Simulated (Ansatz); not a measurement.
Total energies of VSe2 (the lowest doublet isomer of a short search) from Ansatz at PBE-D4/def2-TZVP, gas phase (1 Eh = 27.2114 eV = 2625.5 kJ/mol). The reference geometry is relaxed at PBE-D4/def2-TZVP.

```xyz
3

V    -0.280   -0.327   -0.702
Se   -0.886   -0.970    1.289
Se    1.167    1.297   -0.588
```

```tsv
state	geometry	energy (Eh)
charge 0 doublet	reference	-5746.23620
charge 0 quartet	relaxed at PBE-D4/def2-TZVP	-5746.20277
```

**Question.** Which of the charge 0 states is lowest, and how far above it are the others?

**Answer.** The doublet. quartet: -5746.20277 − (-5746.23620) = 0.03343 Eh = 87.8 kJ/mol.

At PBE-D4/def2-TZVP the charge 0 doublet is spin-contaminated (final ⟨S²⟩ up to 0.86, 0.75 for a pure state).

The structure comes from a short search, and lower isomers may exist.
